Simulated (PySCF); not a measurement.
FH2O2STa, SMILES [OH][Ta]([OH])([F])=[S], multiplicity 1.

Geometry: B3LYP-D3(BJ)/def2-SVP. The spin state was assumed, not searched. The structure was generated by enumeration; whether it is a known compound was not checked. The def2 effective core potentials stand for the cores of Ta; spin–orbit coupling is left out. The values are those of a single conformer.

These are B3LYP-D3(BJ)/def2-SVP in PySCF values and carry that method's errors.

Frequencies are harmonic and unscaled.

| mode | ν (cm⁻¹) | IR (km/mol) | Raman (Å⁴/amu) | depolarisation | moving atoms (share of kinetic energy) |
|---|---|---|---|---|---|
| 1 | 162 | 7.9 | 1.4 | 0.75 | F 35 %, O 21 %, Ta 17 %, S 16 %, H 10 % |
| 2 | 165 | 3.5 | 2.2 | 0.69 | O 28 %, S 26 %, F 16 %, Ta 15 %, H 15 % |
| 3 | 183 | 0.9 | 4.9 | 0.75 | O 50 %, F 19 %, S 18 %, H 12 % |
| 4 | 188 | 0.2 | 1.7 | 0.55 | F 51 %, O 30 % |
| 5 | 202 | 3.8 | 2.9 | 0.51 | O 74 %, H 14 % |
| 6 | 348 | 217.5 | 4.5 | 0.74 | H 82 %, O 15 % |
| 7 | 354 | 52.5 | 1.9 | 0.75 | H 85 %, O 14 % |
| 8 | 467 | 138.0 | 1.8 | 0.75 | H 74 %, O 25 % |
| 9 | 482 | 240.9 | 1.1 | 0.61 | H 78 %, O 20 % |
| 10 | 537 | 70.6 | 18.8 | 0.11 | S 82 %, Ta 17 % |
| 11 | 682 | 113.9 | 1.9 | 0.05 | F 89 %, Ta 10 % |
| 12 | 734 | 110.4 | 1.9 | 0.75 | O 76 %, Ta 13 %, H 11 % |
| 13 | 737 | 67.9 | 10.4 | 0.04 | O 85 %, H 9 % |
| 14 | 3883 | 409.7 | 60.2 | 0.75 | H 94 % |
| 15 | 3887 | 124.6 | 147.3 | 0.15 | H 94 % |
